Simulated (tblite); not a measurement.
C5H8O2, triplet, geometry from GFN2-xTB (a higher spin typed on purpose: for a closed-shell molecule this is an excited state); GFN1-xTB run with tblite.

Here is a job for tblite.
```
$ tblite run mol.xyz --method gfn1 --charge 0 --spin 2 --json tblite.json --no-restart

# file mol.xyz
15

C      2.61946234    -0.12080198     0.07519818
C      1.13145560    -0.37294384     0.28609939
O      0.75114903    -1.55352029     0.56135304
C      0.27351069     0.69117501    -0.04612125
C     -1.10274345     0.51481242    -0.28008457
C     -1.74111940    -0.81938388    -0.31466493
O     -1.95746116     1.58837860    -0.19956882
H      2.86650066    -0.15256796    -0.98633710
H      2.88575787     0.85534601     0.47350326
H      3.17943379    -0.89836698     0.58696588
H      0.71731664     1.66480346    -0.20227577
H     -2.71743804    -0.79755664     0.16405613
H     -1.85253099    -1.19554056    -1.33463996
H     -1.05858068    -1.51807561     0.20010768
H     -1.45335701     2.40594538    -0.11821467
```

Question: Predict the main parts of the log of this tblite run.

Answer: 
```
xTB calculator
 | screened Coulomb repulsion
 | Coulomb electrostatics
 |  * isotropic Klopman-Ohno-Mataga-Nishimoto electrostatics
 |  * onsite third-order electrostatics
 | DFT-D3(BJ) dispersion correction

halogen bonding energy    0.0000000000000E+00 Eh
repulsion energy          2.5684993721552E-01 Eh
dispersion energy        -5.3787150068310E-03 Eh
number of electrons       4.0000000000000E+01 e
integral cutoff           1.9731147476801E+01 bohr

------------------------------------------------------------
  cycle        total energy    energy error   density error
------------------------------------------------------------
      1     -23.85263747143  -2.4104109E+01   6.3568545E-01
      2     -24.06666036257  -2.1402289E-01   3.9296666E-01
      3     -24.01229743058   5.4362932E-02   2.2575624E-01
      4     -24.11430422852  -1.0200680E-01   7.7158725E-02
      5     -24.12776491535  -1.3460687E-02   4.7703780E-02
      6     -24.13799556103  -1.0230646E-02   2.1834393E-02
      7     -24.13986700070  -1.8714397E-03   1.1719326E-02
      8     -24.14042519637  -5.5819566E-04   4.0510176E-03
      9     -24.14048530956  -6.0113192E-05   1.3947381E-03
     10     -24.14049264310  -7.3335365E-06   3.0129207E-04
     11     -24.14049266065  -1.7553035E-08   2.5552908E-04
     12     -24.14049294058  -2.7993650E-07   6.2564101E-05
     13     -24.14049295962  -1.9032207E-08   9.0863238E-06
------------------------------------------------------------

electronic energy        -2.4391964181826E+01 Eh
total energy             -2.4140492959617E+01 Eh

Post processing:
 | Mayer-Wiberg bond orders

[Info] JSON dump of results written to 'tblite.json'
```
